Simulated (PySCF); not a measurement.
Bonds (- single, = double, # triple, : aromatic): C1=C2, C2-C3, C2-C4, C4-C5, C5-C6, C6-Si7, Si7-N8, Si7-N9, Si7-C4. C1 carries H10, H11; C3 carries H12, H13, H14; C4 carries H15; C5 carries H16, H17; C6 carries H18, H19; N8 carries H20, H21; N9 carries H22, H23. Stereochemistry as in C=C(C)[C@@H]1CC[Si]1(N)N. H16, H18 are cis to C2 on the ring; H10 is cis to C3; H17, H19 are trans to C2 on the ring; H11 is trans to C3.

[PySCF: coordinates at the GFN2-xTB level; GIAO PBE0/pcSseg-1 shieldings; no relativistic terms; equivalent nuclei averaged; a single conformation; no solvent model]

References, each an isolated molecule treated in the same way: $^{13}$C, $^{1}$H, $^{29}$Si against TMS; $^{15}$N vs NH3.

```json
{"atoms": "C2", "nucleus": "$^{13}$C", "count": "1", "Hirshfeld charge": "0.01", "δ (ppm)": "153.8"}
{"atoms": "N9", "nucleus": "$^{15}$N", "count": "1", "Hirshfeld charge": "-0.31", "δ (ppm)": "?"}
{"atoms": "H11", "nucleus": "$^{1}$H", "count": "1", "Hirshfeld charge": "0.03", "δ (ppm)": "4.72"}
{"atoms": "H22/H23", "nucleus": "$^{1}$H", "count": "2", "Hirshfeld charge": "0.12", "δ (ppm)": "?"}
{"atoms": "H12/H13/H14", "nucleus": "$^{1}$H", "count": "3", "Hirshfeld charge": "0.04", "δ (ppm)": "1.84"}
{"atoms": "N8", "nucleus": "$^{15}$N", "count": "1", "Hirshfeld charge": "-0.32", "δ (ppm)": "26.8"}
{"atoms": "C4", "nucleus": "$^{13}$C", "count": "1", "Hirshfeld charge": "-0.12", "δ (ppm)": "?"}
{"atoms": "Si7", "nucleus": "$^{29}$Si", "count": "1", "Hirshfeld charge": "0.44", "δ (ppm)": "-2.5"}
{"atoms": "H15", "nucleus": "$^{1}$H", "count": "1", "Hirshfeld charge": "0.03", "δ (ppm)": "?"}
{"atoms": "H19", "nucleus": "$^{1}$H", "count": "1", "Hirshfeld charge": "0.03", "δ (ppm)": "1.62"}
{"atoms": "H16", "nucleus": "$^{1}$H", "count": "1", "Hirshfeld charge": "0.03", "δ (ppm)": "?"}
{"atoms": "C6", "nucleus": "$^{13}$C", "count": "1", "Hirshfeld charge": "-0.18", "δ (ppm)": "26.8"}
{"atoms": "H10", "nucleus": "$^{1}$H", "count": "1", "Hirshfeld charge": "0.03", "δ (ppm)": "?"}
{"atoms": "H17", "nucleus": "$^{1}$H", "count": "1", "Hirshfeld charge": "0.04", "δ (ppm)": "1.81"}
{"atoms": "H18", "nucleus": "$^{1}$H", "count": "1", "Hirshfeld charge": "0.03", "δ (ppm)": "1.58"}
{"atoms": "H20/H21", "nucleus": "$^{1}$H", "count": "2", "Hirshfeld charge": "0.12", "δ (ppm)": "0.55"}
{"atoms": "C5", "nucleus": "$^{13}$C", "count": "1", "Hirshfeld charge": "-0.08", "δ (ppm)": "17.1"}
{"atoms": "C3", "nucleus": "$^{13}$C", "count": "1", "Hirshfeld charge": "-0.12", "δ (ppm)": "24.7"}
{"atoms": "C1", "nucleus": "$^{13}$C", "count": "1", "Hirshfeld charge": "-0.14", "δ (ppm)": "109.7"}
```

Problem. Complete the table.

Solution. 
- C4: 58.3 ppm, allylic sp3 CH bonded to Si
- H10: 4.63 ppm, hydrogen on a terminal =CH2 carbon; a vinylic proton, deshielded by the sp2 carbon and the C=C anisotropy
- H15: 3.13 ppm, hydrogen on an allylic sp3 CH bonded to Si; allylic position
- H16: 1.66 ppm, hydrogen on an sp3 CH2 in a ring
- H22/H23: 0.54 ppm, hydrogen on a nitrogen bonded to Si; labile proton, position sensitive to the medium
- N9: 25.4 ppm, nitrogen bonded to Si, 2 H

OH and NH positions are those of a molecule without intermolecular hydrogen bonds; in solution they move with solvent, concentration and temperature, and exchange usually removes their couplings. Shifts are as computed. Against solution values, carbons near 30 ppm lie about +3 ppm off and those near 130 ppm about +5 ppm. Of 1211 compounds with measured shifts, 218 miss one by over three times the rms of a fit or turn the order of signals round; such compounds aren't used in these exercises. Experimental scales use liquid or dissolved standards, which lie at an offset from isolated NH3 (liquid NH3: subtract about 20 ppm).
